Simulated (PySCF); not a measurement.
Worked example: chemical shift, span and skew from a shielding tensor

B(F)2(OMe) (CH3BF2O), SMILES COB(F)F. Atoms are numbered in the order given.

```xyz
8

B     -0.0583     0.0360     0.5299
F     -0.4859    -0.4454     1.6857
F      0.5708     1.2092     0.5363
O     -0.2696    -0.6631    -0.5923
C      0.1518    -0.2286    -1.8743
H      0.8436    -0.9732    -2.2974
H     -0.7260    -0.1534    -2.5344
H      0.6560     0.7489    -1.8308
```
Charge 0, spin multiplicity 1.

The structure is a stationary point at B3LYP-D3(BJ)/def2-SVP. Other conformers were not sampled.

GIAO shieldings from PySCF with B3LYP/pcSseg-1, non-relativistic, no solvent. The symmetric part of the tensor of F2 has the principal values 187.4, 361.7, 364.2 ppm. The same nucleus in CFCl3 has σ = 161.7 ppm at this level (PySCF, at its B3LYP-D3(BJ)/def2-TZVP geometry).

Q: Work out the isotropic shielding, the ¹⁹F shift against CFCl3, the span and the skew.

A: 
σ(iso) = (σ11 + σ22 + σ33)/3 = 304.4 ppm. δ = σ(ref) − σ(iso) = 161.7 − (304.4) = -142.7 ppm.
Span Ω = σ33 − σ11 = 176.8 ppm. Skew κ = 3(σ(iso) − σ22)/Ω = -0.97, an axial tensor. Tumbling in solution averages the tensor to δ; in a static solid the shielding alone would spread this spin-1/2 line over Ω.
